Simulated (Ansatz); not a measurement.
Consider the isomerisation: `C/C([SiH3])=C\N` → `CNC1C[SiH2]1`.

Isolated molecules relaxed with PBE0-D4/def2-TZVP in Ansatz; ΔE leaves out vibrations. CBS: MP2 limit from def2 TZ/QZ plus the TZ coupled-cluster correction, frozen cores. Each species was taken in one conformer, which may not be the lowest.

```
          species  MP2/CBS(def2) energy (Eh)
`C/C([SiH3])=C\N`                 -463.24680
   `CNC1C[SiH2]1`                 -463.20647
```

(1) Work out ΔE.

Largest T1 diagnostic among the species: 0.012.

Answers

(1) ΔE = (-463.20647) − (-463.24680) = 0.04033 Eh = +25.3 kcal/mol. CCSD(T)/CBS gives +25.8 kcal/mol.

In def2-TZVPP, CCSD(T) changes the Hartree–Fock value by −5.5 kcal/mol (the triples alone add +0.0 kcal/mol) and MP2 by −6.0 kcal/mol.
